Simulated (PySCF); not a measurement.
Isomers of C4H8F2O2Si, one conformer each; single-point electronic energies without zero-point terms and without any empirical dispersion term.

Level: PBE0/pcSseg-1 in PySCF, non-relativistic, each on one gas-phase PBE0-D3(BJ)/def2-SVP geometry that isn't relaxed in the solvent. The solvent is an IEF-PCM continuum (cavity from Bondi-type radii × 1.2). Only the electrostatic response of the medium enters.

```csv
isomer,"relative energy, gas (kcal/mol)",dipole (D)
`C1C[C@H](C(F)F)O[SiH2]O1`,0.0,1.48
`FC(F)C1CO[SiH2]OC1`,2.3,1.23
`FC[C@@H]1O[SiH2]O[C@H]1CF`,11.1,0.64
`FC[C@@H]1O[SiH2]O[C@@H]1CF`,11.8,0.69
`FC(F)O[C@H]1CC[SiH2]O1`,12.1,3.02
`C(F)C(C(O[SiH3])=O)CF`,19.5,2.54
`FC(F)O[C@@H]1CCO[SiH2]1`,27.1,2.87
```

Task: How do the relative energies look in benzene (ε = 2.271)?

Result: 
```csv
isomer,"relative energy, solvent (kcal/mol)",E(solvent) − E(gas) (kcal/mol),dipole in solvent (D)
`C1C[C@H](C(F)F)O[SiH2]O1`,0.0,-2.2,1.70
`FC(F)C1CO[SiH2]OC1`,2.0,-2.6,1.41
`FC[C@@H]1O[SiH2]O[C@H]1CF`,10.5,-2.9,0.75
`FC[C@@H]1O[SiH2]O[C@@H]1CF`,11.4,-2.6,0.82
`FC(F)O[C@H]1CC[SiH2]O1`,12.1,-2.2,3.27
`C(F)C(C(O[SiH3])=O)CF`,18.9,-2.8,2.80
`FC(F)O[C@@H]1CCO[SiH2]1`,26.6,-2.7,3.24
```

The order is unchanged. Conformers: `[F:1][CH:2]([F:3])[C@H:4]1[CH2:5][CH2:6][O:7][SiH2:8][O:9]1` with F1–C2–C4–C5 -65°, C2–C4–C5–C6 71°, C4–C5–C6–O7 55°, C5–C6–O7–Si8 -45°, C6–O7–Si8–O9 29°; `[F:1][CH:2]([F:3])[CH:4]1[CH2:5][O:6][SiH2:7][O:8][CH2:9]1` with F1–C2–C4–C5 63°, C2–C4–C5–O6 178°, C4–C5–O6–Si7 50°, C5–O6–Si7–O8 -39°, O6–Si7–O8–C9 39°; `[F:1][CH2:2][C@@H:3]1[O:4][SiH2:5][O:6][C@H:7]1[CH2:8][F:9]` with F1–C2–C3–O4 67°, O6–C7–C8–F9 -177°, C2–C3–O4–Si5 -96°, C3–O4–Si5–O6 -16°, O4–Si5–O6–C7 -1°, Si5–O6–C7–C8 -106°; `[F:1][CH2:2][C@@H:3]1[O:4][SiH2:5][O:6][C@@H:7]1[CH2:8][F:9]` with F1–C2–C3–O4 64°, O6–C7–C8–F9 -179°, C2–C3–O4–Si5 -97°, C3–O4–Si5–O6 -14°, O4–Si5–O6–C7 -6°, Si5–O6–C7–C8 147°; `[F:1][CH:2]([F:3])[O:4][C@H:5]1[CH2:6][CH2:7][SiH2:8][O:9]1` with F1–C2–O4–C5 -77°, C2–O4–C5–C6 177°, O4–C5–C6–C7 76°, C5–C6–C7–Si8 33°, C6–C7–Si8–O9 -15°, C7–Si8–O9–C5 -8°; `[O:1]=[C:2]([O:3][SiH3:4])[CH:5]([CH2:6][F:7])[CH2:8][F:9]` with O1–C2–O3–Si4 -1°, O1–C2–C5–C6 7°, C2–C5–C6–F7 -175°, C2–C5–C8–F9 -59°; `[F:1][CH:2]([F:3])[O:4][C@@H:5]1[CH2:6][CH2:7][O:8][SiH2:9]1` with F1–C2–O4–C5 -162°, C2–O4–C5–C6 -81°, O4–C5–C6–C7 -76°, C5–C6–C7–O8 -43°, C6–C7–O8–Si9 27°, C7–O8–Si9–C5 -3°. The gains span 0.7 kcal/mol, the gas-phase energies 27.1 kcal/mol.
